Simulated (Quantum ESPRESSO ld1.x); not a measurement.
One sound ld1.x (Quantum ESPRESSO 7.5) input for neutral nitrogen gives E = -54.2418 hartree in 26 iterations:

```
 &input
    zed=7.0,
    iswitch=1,
    rel=1,
    dft='PBESOL',
    config='[He] 2s2 2p3',
    prefix='ld1',
    max_out_wfc=37,
    file_charge='ld1.rho',
 /
```

Changed or added lines, one case at a time, and what came of them:

- beta=0.005: not converged. So little new potential is mixed in that the limit of 200 iterations comes first; the energy is off by +0.0004435 hartree.
- beta=2.0: harmless. The Broyden-type mixing copes: 47 iterations against 26, same energy.
- config='[He] 2s2 2p3 1s1': refused. The program stops in el_config with "wavefunction 1S found too many times": the bracketed core already holds 1s.
- config='[He] 2s2 2p3 5g1': refused. The program stops in el_config with "l not found:G": the config string knows s, p, d and f alone.
- config='[Pd] 2s2 2p3': refused. The program stops in el_config with "wrong core: Pd": the cores known are He, Ne, Ar, Kr, Xe, Hg and Rn.
- rel=2 relpert=.true.: refused. The program stops in ld1_readin with "perturbative SO-splitting for AE calculations with rel=0 only": the perturbative correction needs rel = 0.
- rmax=5000.0: harmless. The energy moves by less than 1e-5 hartree against the default mesh (-54.2418 hartree).
